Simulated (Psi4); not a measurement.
H2O, charge +1, doublet, at a GFN2-xTB geometry (a state made from the parent by changing its charge; the spin is typed, not shown lowest). Base run: TPSS/def2-SVP (Psi4).

Geometry (Å):
```xyz
3

O      0.0084     0.0016     0.0993
H     -0.0532     0.8664    -0.4098
H     -0.0138    -0.8795    -0.3843
```
Charge +1, spin multiplicity 2.
Orbitals are unrestricted.
All else is at Psi4's defaults (density fitting).
Base energy -75.91461 Eh.

Each row names what was changed in the base input (with any setting that the change needs).

```json
[
 {"change": "base", "ΔE vs base (µEh)": "0.0", "SCF cycles": "7", "grid points": "66207", "basis functions": "24"},
 {"change": "puream = false", "ΔE vs base (µEh)": "-1368", "SCF cycles": "7", "grid points": "66207", "basis functions": "25"},
 {"change": "scf_type = disk_df", "ΔE vs base (µEh)": "0.0", "SCF cycles": "7", "grid points": "66207", "basis functions": "24"},
 {"change": "guess = sapgau", "ΔE vs base (µEh)": "0.0", "SCF cycles": "7", "grid points": "66207", "basis functions": "24"},
 {"change": "dft_pruning_scheme = robust", "ΔE vs base (µEh)": "0.0", "SCF cycles": "7", "grid points": "46001", "basis functions": "24"},
 {"change": "df_basis_scf = def2-universal-jkfit", "ΔE vs base (µEh)": "0.0", "SCF cycles": "7", "grid points": "66207", "basis functions": "24"},
 {"change": "diis_max_vecs = 3", "ΔE vs base (µEh)": "0.0", "SCF cycles": "9", "grid points": "66207", "basis functions": "24"},
 {"change": "dft_pruning_scheme = treutler", "ΔE vs base (µEh)": "-12.2", "SCF cycles": "7", "grid points": "37289", "basis functions": "24"},
 {"change": "scf_type = dfdirj+cosx", "ΔE vs base (µEh)": "0.0", "SCF cycles": "8", "grid points": "66207", "basis functions": "24"},
 {"change": "dft_spherical_points = 590", "ΔE vs base (µEh)": "0.4", "SCF cycles": "7", "grid points": "129276", "basis functions": "24"},
 {"change": "dft_spherical_points = 194", "ΔE vs base (µEh)": "-3.9", "SCF cycles": "7", "grid points": "42554", "basis functions": "24"},
 {"change": "scf_type = direct", "ΔE vs base (µEh)": "34.5", "SCF cycles": "9", "grid points": "66207", "basis functions": "24"},
 {"change": "guess = modhuckel", "ΔE vs base (µEh)": "0.0", "SCF cycles": "8", "grid points": "66207", "basis functions": "24"}
]
```

Open shells are given as the SCF converged; they aren't shown to be the lowest states, and a large step between rows can be another state.
